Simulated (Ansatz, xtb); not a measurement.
# A family of molecules: the atomisation energy (no zero-point term)

Gas-phase molecules, one atom swapped for its congeners: B(CH3)Cl; B(CH3)Br; B(CH3)I. All are doublets with charge 0.

Shapes, held fixed at every level: PBE0-D4/def2-TZVP. Programs: Ansatz 0.2.0, xtb 6.7.1. Values in eV.

```
               level  B(CH3)Cl  B(CH3)I
            GFN0-xTB     22.84    21.80
r2SCAN-D4/def2-TZVPP     22.07    20.68
 B3LYP-D4/def2-TZVPP     21.70    20.34
 BHLYP-D4/def2-TZVPP     21.23    19.88
   B2PLYP/def2-TZVPP     21.49    20.12
    CCSD(T)/def2-SVP     20.69    19.31
     CCSD/def2-TZVPP     20.74    19.43
  CCSD(T)/def2-TZVPP     21.03    19.74
```

Problem. Estimate the column for B(CH3)Br from its neighbours.

Solution. The mean of the neighbours at CCSD(T)/def2-TZVPP is 20.38 eV, against 20.43 from the run. All rows: GFN0-xTB 22.03; r2SCAN-D4/def2-TZVPP 21.43; B3LYP-D4/def2-TZVPP 21.05; BHLYP-D4/def2-TZVPP 20.59; B2PLYP/def2-TZVPP 20.83; CCSD(T)/def2-SVP 20.06; CCSD/def2-TZVPP 20.14; CCSD(T)/def2-TZVPP 20.43 eV. At CCSD(T)/def2-TZVPP the atomisation energy falls at every step, from 21.03 to 19.74 eV. Every level shows the same order. Open shells run unrestricted. For atoms past krypton def2 sets carry core potentials with scalar relativity. Relativity is left out for Br. Outer-core shells of Br, I are correlated, in sets that cover them unevenly. GFN0-xTB strays far from the other rows. xTB rows lack spin polarisation. Spin-orbit coupling, which grows down the group, is left out (summed over each molecule's free atoms 0.04, 0.16, 0.32 eV). Coupled cluster in double- or triple-zeta sets underbinds by a few per cent against its basis-set limit. CCSD also lacks the triples, which bind further.
